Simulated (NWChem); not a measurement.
System: C₂H₃ClO₂Si; SMILES O[Si@]1(Cl)C=CO1

The following NWChem deck was run.

```
start job
memory heap 200 mb stack 900 mb global 1100 mb
geometry units angstroms noautoz
  O     -1.866697     0.418220    -0.000879
  Si    -0.280697    -0.004671    -0.060500
  Cl     0.739021     1.771662     0.010737
  C      0.380344    -1.389786    -1.069755
  C      0.648899    -1.941223     0.130161
  O      0.225257    -1.107146     1.169839
  H     -2.499042    -0.316391     0.003958
  H      0.595660    -1.760188    -2.060009
  H      1.121054    -2.872825     0.434364
end
basis spherical
  * library def2-svp
end
dft
  xc b3lyp
  iterations 150
  mulliken
end
task dft gradient
```

Parts of the log:

```
             Northwest Computational Chemistry Package (NWChem) 7.3.0
             --------------------------------------------------------

 C1  symmetry detected

                             Geometry "geometry" -> ""
                             -------------------------

 Output coordinates in angstroms (scale by  1.889725989 to convert to a.u.)

  No.       Tag          Charge          X              Y              Z
 ---- ---------------- ---------- -------------- -------------- --------------
    1 O                    8.0000    -1.89501179     0.35835262    -0.00462586
    2 Si                  14.0000    -0.29557575    -0.00723978    -0.08165839
    3 Cl                  17.0000     0.66156017     1.80239357     0.01517344
    4 C                    6.0000     0.40682512    -1.35006558    -1.11971731
    5 C                    6.0000     0.70276948    -1.91289470     0.06840864
    6 O                    8.0000     0.25718474    -1.11284833     1.12551193
    7 H                    1.0000    -2.50110673    -0.39806396    -0.00907541
    8 H                    1.0000     0.62826246    -1.69501920    -2.11778249
    9 H                    1.0000     1.20943069    -2.83252323     0.35289043

 Effective nuclear repulsion energy (a.u.)     362.4914591325

                                 NWChem DFT Module
                                 -----------------

 Summary of "ao basis" -> "ao basis" (spherical)
 ------------------------------------------------------------------------------
       Tag                 Description            Shells   Functions and Types
 ---------------- ------------------------------  ------  ---------------------
 O                          def2-svp                 6       14   3s2p1d
 Si                         def2-svp                 8       18   4s3p1d
 Cl                         def2-svp                 8       18   4s3p1d
 C                          def2-svp                 6       14   3s2p1d
 H                          def2-svp                 3        5   2s1p

            General Information
            -------------------
          SCF calculation type: DFT
          Wavefunction type:  closed shell.
          No. of atoms     :     9
          No. of electrons :    62
           Alpha electrons :    31
            Beta electrons :    31
          Charge           :     0
          Spin multiplicity:     1
          Use of symmetry is: off; symmetry adaption is: off
          Maximum number of iterations: 150
          AO basis - number of functions:   107
                     number of shells:    49
          Convergence on energy requested:  1.00D-06
          Convergence on density requested:  1.00D-05
          Convergence on gradient requested:  5.00D-04

              XC Information
              --------------
                         B3LYP Method XC Potential
                     Hartree-Fock (Exact) Exchange  0.200
                        Slater Exchange Functional  0.800 local
                    Becke 1988 Exchange Functional  0.720 non-local
              Lee-Yang-Parr Correlation Functional  0.810
                  VWN I RPA Correlation Functional  0.190 local

             Grid Information
             ----------------
          Grid used for XC integration:  medium
          Radial quadrature: Mura-Knowles
          Angular quadrature: Lebedev.
          Tag              B.-S. Rad. Rad. Pts. Rad. Cut. Ang. Pts.
          ---              ---------- --------- --------- ---------
          O                   0.60       49          11.0       434
          Si                  1.10       88          10.0       590
          Cl                  1.00       88          12.0       590
          C                   0.70       49          10.0       434
          H                   0.35       45          11.0       434
          Grid pruning is: on
          Number of quadrature shells:   507
          Spatial weights used:  Erf1

      Superposition of Atomic Density Guess
      -------------------------------------

 Sum of atomic energies:        -974.19182936

      Non-variational initial energy
      ------------------------------

 Total energy =    -976.845119
 1-e energy   =   -2065.649623
 2-e energy   =     726.313045
 HOMO         =      -0.298974
 LUMO         =       0.012430

     ---------------------------------------------
      Total Density - Mulliken Population Analysis
     ---------------------------------------------

    Atom       Charge   Shell Charges
 -----------   ------   -------------------------------------------------------
    1 O    8     8.74   1.99  1.10  0.63  3.08  1.93  0.00
    2 Si  14    12.56   2.00  1.99  0.84  0.10  5.93  0.84  0.48  0.38
    3 Cl  17    17.37   2.00  1.99  1.22  0.72  5.94  2.15  3.34  0.01
    4 C    6     6.56   1.99  0.99  0.38  2.10  1.07  0.02
    5 C    6     5.54   1.99  0.94  0.26  1.66  0.62  0.07
    6 O    8     8.78   1.99  1.11  0.72  3.01  1.94  0.01
    7 H    1     0.64   0.51  0.07  0.06
    8 H    1     0.88   0.65  0.21  0.03
    9 H    1     0.91   0.67  0.22  0.02

   convergence    iter        energy       DeltaE   RMS-Dens  Diis-err
 ---------------- ----- ----------------- --------- --------- ---------
 d= 0,ls=0.0,diis     1   -977.7475763249 -1.34D+03  1.43D-02  1.02D+00
 d= 0,ls=0.0,diis     2   -977.6865769020  6.10D-02  8.16D-03  1.74D+00
 d= 0,ls=0.0,diis     3   -977.8559605572 -1.69D-01  1.91D-03  6.40D-02
 d= 0,ls=0.0,diis     4   -977.8600911075 -4.13D-03  1.05D-03  1.65D-02
 d= 0,ls=0.0,diis     5   -977.8619464300 -1.86D-03  3.20D-04  1.82D-03
  Resetting Diis
 d= 0,ls=0.0,diis     6   -977.8621623795 -2.16D-04  8.76D-05  1.09D-04
 d= 0,ls=0.0,diis     7   -977.8621762042 -1.38D-05  2.53D-05  2.36D-06
 d= 0,ls=0.0,diis     8   -977.8621759951  2.09D-07  1.40D-05  4.62D-06
 d= 0,ls=0.0,diis     9   -977.8621764584 -4.63D-07  2.68D-06  1.22D-07

         Total DFT energy =     -977.862176458355
      One electron energy =    -2069.268792830958
           Coulomb energy =      807.363802161039
    Exchange-Corr. energy =      -78.448644920954
 Nuclear repulsion energy =      362.491459132519

 Numeric. integr. density =       62.000005349052

                       DFT Final Molecular Orbital Analysis
                       ------------------------------------

 Vector   29  Occ=2.000000D+00  E=-3.294636D-01
              MO Center=  5.5D-01,  1.5D+00,  4.3D-02, r^2= 2.1D+00
   Bfn.  Coefficient  Atom+Function         Bfn.  Coefficient  Atom+Function
  ----- ------------  ---------------      ----- ------------  ---------------
    43      0.412158  3 Cl px                45      0.360243  3 Cl pz
    40      0.314657  3 Cl px                42      0.270674  3 Cl pz
    44     -0.237042  3 Cl py                41     -0.186307  3 Cl py
    37      0.182102  3 Cl px                39      0.157092  3 Cl pz
    38     -0.107389  3 Cl py                84      0.105093  6 O  pz

 Vector   30  Occ=2.000000D+00  E=-3.195110D-01
              MO Center=  2.5D-01,  2.2D-01, -2.8D-01, r^2= 4.0D+00
   Bfn.  Coefficient  Atom+Function         Bfn.  Coefficient  Atom+Function
  ----- ------------  ---------------      ----- ------------  ---------------
    45      0.285959  3 Cl pz                55      0.274185  4 C  py
    44      0.241163  3 Cl py                42      0.217059  3 Cl pz
    43     -0.197582  3 Cl px                53      0.196448  4 C  s
    41      0.177976  3 Cl py                84      0.175058  6 O  pz
    54     -0.157844  4 C  px                40     -0.155559  3 Cl px

 Vector   31  Occ=2.000000D+00  E=-2.528299D-01
              MO Center=  3.8D-01, -1.3D+00, -1.3D-01, r^2= 2.3D+00
   Bfn.  Coefficient  Atom+Function         Bfn.  Coefficient  Atom+Function
  ----- ------------  ---------------      ----- ------------  ---------------
    82     -0.359325  6 O  px                54      0.348468  4 C  px
    57      0.293010  4 C  px                85     -0.290562  6 O  px
    68      0.225637  5 C  px                83     -0.189339  6 O  py
    55      0.186100  4 C  py                58      0.156674  4 C  py
    86     -0.153446  6 O  py                71      0.124550  5 C  px

 Vector   32  Occ=0.000000D+00  E=-2.334675D-02
              MO Center=  3.8D-01, -1.4D+00, -2.9D-01, r^2= 2.8D+00
   Bfn.  Coefficient  Atom+Function         Bfn.  Coefficient  Atom+Function
  ----- ------------  ---------------      ----- ------------  ---------------
    71      0.519269  5 C  px                68      0.427206  5 C  px
    57     -0.379265  4 C  px                25     -0.351190  2 Si px
    72      0.299761  5 C  py                54     -0.262675  4 C  px
    69      0.235786  5 C  py                58     -0.202513  4 C  py
     3     -0.198480  1 O  s                 44     -0.189359  3 Cl py

 Vector   33  Occ=0.000000D+00  E= 2.089314D-02
              MO Center= -1.3D+00, -8.9D-02, -2.2D-01, r^2= 4.8D+00
   Bfn.  Coefficient  Atom+Function         Bfn.  Coefficient  Atom+Function
  ----- ------------  ---------------      ----- ------------  ---------------
    94     -0.806094  7 H  s                 18     -0.783456  2 Si s
     3      0.739930  1 O  s                 53      0.426204  4 C  s
    67     -0.383294  5 C  s                 44     -0.314962  3 Cl py
   104      0.313918  9 H  s                 36      0.298827  3 Cl s
    17     -0.273296  2 Si s                 26     -0.266588  2 Si py

 Vector   34  Occ=0.000000D+00  E= 5.347872D-02
              MO Center= -4.3D-01, -1.3D-01, -7.6D-02, r^2= 4.3D+00
   Bfn.  Coefficient  Atom+Function         Bfn.  Coefficient  Atom+Function
  ----- ------------  ---------------      ----- ------------  ---------------
    27      0.912207  2 Si pz                53      0.713001  4 C  s
    81     -0.603262  6 O  s                 94      0.467041  7 H  s
    73      0.397758  5 C  pz                67     -0.320730  5 C  s
    24      0.307174  2 Si pz               104      0.269965  9 H  s
    45     -0.260846  3 Cl pz                18     -0.235441  2 Si s

     ---------------------------------------------
      Total Density - Mulliken Population Analysis
     ---------------------------------------------

    Atom       Charge   Shell Charges
 -----------   ------   -------------------------------------------------------
    1 O    8     8.35   1.99  1.08  0.63  2.90  1.75  0.01
    2 Si  14    13.22   2.00  1.98  0.99  0.03  5.93  1.17  0.58  0.54
    3 Cl  17    17.22   2.00  1.98  1.27  0.68  5.93  2.17  3.16  0.02
    4 C    6     6.27   1.99  0.90  0.37  2.11  0.88  0.02
    5 C    6     5.76   1.99  0.93  0.21  2.00  0.56  0.07
    6 O    8     8.43   1.99  1.09  0.73  2.86  1.75  0.01
    7 H    1     0.80   0.67  0.06  0.07
    8 H    1     0.98   0.74  0.22  0.02
    9 H    1     0.97   0.75  0.20  0.02

     -------------------------------------------
      Total Density - Lowdin Population Analysis
     -------------------------------------------

    Atom       Charge   Shell Charges
 -----------   ------   -------------------------------------------------------
    1 O    8     8.19   1.97  0.88  0.60  2.72  2.01  0.01
    2 Si  14    13.50   2.00  1.92  0.61  0.27  5.81  1.18  0.88  0.82
    3 Cl  17    17.03   2.00  1.96  1.05  0.78  5.82  2.27  3.12  0.02
    4 C    6     6.28   1.97  0.62  0.35  1.93  1.35  0.06
    5 C    6     5.89   1.97  0.61  0.30  1.79  1.05  0.16
    6 O    8     8.27   1.97  0.94  0.63  2.72  1.99  0.02
    7 H    1     0.90   0.55  0.17  0.18
    8 H    1     0.97   0.62  0.28  0.08
    9 H    1     0.98   0.64  0.27  0.07

     Multipole analysis of the density
     ---------------------------------

     L   x y z        total         alpha         beta         nuclear
     -   - - -        -----         -----         ----         -------
     0   0 0 0     -0.000000    -31.000000    -31.000000     62.000000

     1   1 0 0     -0.332487     -0.166244     -0.166244     -0.000000
     1   0 1 0     -0.919441     -0.459720     -0.459720     -0.000000
     1   0 0 1     -0.505634     -0.252817     -0.252817      0.000000

     2   2 0 0    -32.619276   -105.569091   -105.569091    178.518906
     2   1 1 0      0.894275      4.514840      4.514840     -8.135405
     2   1 0 1     -0.178694      0.680842      0.680842     -1.540377
     2   0 2 0    -33.777781   -213.490075   -213.490075    393.202369
     2   0 1 1      0.922752     -1.892796     -1.892796      4.708345
     2   0 0 2    -36.135383    -58.049241    -58.049241     79.963100

            General Information
            -------------------
          SCF calculation type: DFT
          Wavefunction type:  closed shell.
          No. of atoms     :     9
          No. of electrons :    62
           Alpha electrons :    31
            Beta electrons :    31
          Charge           :     0
          Spin multiplicity:     1
          Use of symmetry is: off; symmetry adaption is: off
          Maximum number of iterations: 150
          AO basis - number of functions:   107
                     number of shells:    49
          Convergence on energy requested:  1.00D-06
          Convergence on density requested:  1.00D-05
          Convergence on gradient requested:  5.00D-04

              XC Information
              --------------
                         B3LYP Method XC Potential
                     Hartree-Fock (Exact) Exchange  0.200
                        Slater Exchange Functional  0.800 local
                    Becke 1988 Exchange Functional  0.720 non-local
              Lee-Yang-Parr Correlation Functional  0.810
                  VWN I RPA Correlation Functional  0.190 local

             Grid Information
             ----------------
          Grid used for XC integration:  medium
          Radial quadrature: Mura-Knowles
          Angular quadrature: Lebedev.
          Tag              B.-S. Rad. Rad. Pts. Rad. Cut. Ang. Pts.
          ---              ---------- --------- --------- ---------
          O                   0.60       49          11.0       434
          Si                  1.10       88          10.0       590
          Cl                  1.00       88          12.0       590
          C                   0.70       49          10.0       434
          H                   0.35       45          11.0       434
          Grid pruning is: on
          Number of quadrature shells:   507
          Spatial weights used:  Erf1

          Convergence Information
          -----------------------
          Convergence aids based upon iterative change in
          total energy or number of iterations.
          Levelshifting, if invoked, occurs when the
          HOMO/LUMO gap drops below (HL_TOL):  1.00D-02
          DIIS, if invoked, will attempt to extrapolate
          using up to (NFOCK): 10 stored Fock matrices.

[...]

                         DFT ENERGY GRADIENTS

    atom               coordinates                        gradient
                 x          y          z           x          y          z
   1 O      -3.581053   0.677188  -0.008742    0.003505   0.003480  -0.000282
   2 Si     -0.558557  -0.013681  -0.154312   -0.000223  -0.005465   0.001584
   3 Cl      1.250167   3.406030   0.028674   -0.000325  -0.000323   0.000011
   4 C       0.768788  -2.551254  -2.115959    0.001254  -0.001559  -0.002630
   5 C       1.328042  -3.614847   0.129274    0.002972  -0.005565  -0.006553
   6 O       0.486009  -2.102978   2.126909   -0.002339   0.005449   0.003503
   7 H      -4.726406  -0.752232  -0.017150   -0.000973  -0.002876   0.000046
   8 H       1.187244  -3.203122  -4.002029   -0.001065   0.001914   0.005099
   9 H       2.285493  -5.352693   0.666866   -0.002808   0.004945  -0.000776
```

Level: B3LYP/def2-SVP. Geometry: optimised at B3LYP/6-31G* (spherical d).
